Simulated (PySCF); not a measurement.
Shapes and spin states of [Sr3O]+

Level of theory: PBE/[O def2-SVP, Sr def2-SVP with ECP28], scalar-relativistic core potentials, density fitting, no spin–orbit coupling, PySCF.

Relaxations began from a few typed shapes and spin states; open shells are unrestricted. The search is not exhaustive: other isomers or separated fragments can lie lower, and high-lying points may rest on an excited occupation.

Question: Order these stationary points by electronic energy, lowest first, in kJ/mol from the lowest minimum.
A. doublet C2v: O–Sr 2.255 Å (×2), O–Sr 2.276 Å, Sr–Sr 3.690 Å (×2); O–Sr–Sr 35.3° (×2), O–Sr–Sr 35.7° (×2), Sr–O–Sr 109.0° (×2), Sr–O–Sr 141.9°, Sr–Sr–Sr 70.6°
B. quartet D3h: O–Sr 2.268 Å (×3), Sr–Sr 3.928 Å (×3); O–Sr–Sr 30.0° (×6), Sr–O–Sr 120.0° (×3), Sr–Sr–Sr 60.0° (×3)

Answer: A (0.0), B (55.4).

Question: Which of them are minima?

Answer: By energy in kJ/mol, 0.0: minimum; 55.4: minimum.
